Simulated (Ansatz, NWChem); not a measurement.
**Heat of formation of BF3 (boron trifluoride) from total energies**

The species is BF3 (4 atoms), meant as a singlet with charge 0. SMILES: `FB(F)F`. Geometry: relaxed at PBE0-D4/def2-TZVP.

Total energies at MP2/aug-cc-pVDZ, 4 core orbitals frozen (NWChem 7.3.0); the atoms run unrestricted:

| species | state | energy (Eh) |
| --- | --- | --- |
| BF3 | singlet | -323.904677 |
| F | doublet | -99.535699 |
| B | doublet | -24.567644 |

Harmonic wavenumbers at PBE0-D4/def2-TZVP, in cm⁻¹: 475, 475, 690, 897, 1487, 1487.

Measured heats of formation of the gaseous atoms at 298.15 K, in kJ/mol: F 79.4, B 570.3. Spin-orbit lowering of the atoms at 298 K (mean of the ground term's levels less their thermal mean, from spectra), in kJ/mol: F 1.29, B 0.00. Take 1 Eh = 2625.50 kJ/mol, 1 cm⁻¹ = 0.0119627 kJ/mol, RT = 2.479 kJ/mol.

Task: Work out the heat of formation of the gas at 298 K.

Result: 
1. Electronic atomisation energy: 3 × (-99.535699) + (-24.567644) − (-323.904677) = 0.729936 Eh = 1916.4 kJ/mol.
2. Zero-point energy: half the sum of the wavenumbers, 2755.5 cm⁻¹ = 33.0 kJ/mol.
3. Thermal vibrational enthalpy, Σ hcν̃/(exp(hcν̃/kT) − 1): 1.8 kJ/mol. Translation, rotation and pV of a non-linear molecule: 4 RT = 9.9 kJ/mol.
4. The 4 free atoms carry 5/2 RT each: 24.8 kJ/mol.
5. Spin-orbit coupling lowers the free atoms by 3 × 1.29 + 0.00 = 3.9 kJ/mol.
6. Atomisation enthalpy at 298 K: 1916.4 − 3.9 − 33.0 − 1.8 − 9.9 + 24.8 = 1892.6 kJ/mol.
7. Sum of the atoms' heats of formation: 808.5 kJ/mol. Heat of formation: 808.5 − 1892.6 = -1084.1 kJ/mol.

The tabulated value is -1135.6 kJ/mol (NIST-JANAF tables), so this level is off by +51.5 kJ/mol, or 2.7 % of the atomisation enthalpy that the table implies (1944.0 kJ/mol). Perturbation theory converges slowly with the basis for atomisation. Anharmonicity and any spin-orbit splitting of the molecule are left out, and cores are frozen in the wave-function part.
